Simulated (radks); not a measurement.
Coulomb parameter of the 4f shell of the samarium ion Sm2+ in the model configuration [Xe] 4f5 6s1, as a second difference U = [E(n + 0.5) + E(n - 0.5) - 2 E(n)] / (0.5)^2 with all orbitals relaxed. "Bare": the charge of the atom changes with n. "Screened": the 6s shell takes up the change at fixed total charge, which measures U(4f,4f) + U(6s,6s) - 2 U(4f,6s). Method: scalar-relativistic Kohn-Sham, PBE, spin-unpolarised, spherical densities, finite nucleus; Fermi nuclear charge, rms radius 5.0819 fm; computed with a radial shooting solver on a logarithmic mesh with Libxc functionals.

| case | configuration | E - E(n) (eV) |
|---|---|---|
| start | [Xe] 4f5 6s1 | 0.000 |
| bare +0.5 | [Xe] 4f5.5 6s1 | -9.967 |
| bare -0.5 | [Xe] 4f4.5 6s1 | 14.246 |
| screened +0.5 | [Xe] 4f5.5 6s0.5 | -3.288 |
| screened -0.5 | [Xe] 4f4.5 6s1.5 | 5.091 |

U(bare) = 17.116 eV, U(screened by 6s) = 7.213 eV, against the Slater integral F0(4f,4f) = 27.827 eV with frozen orbitals.
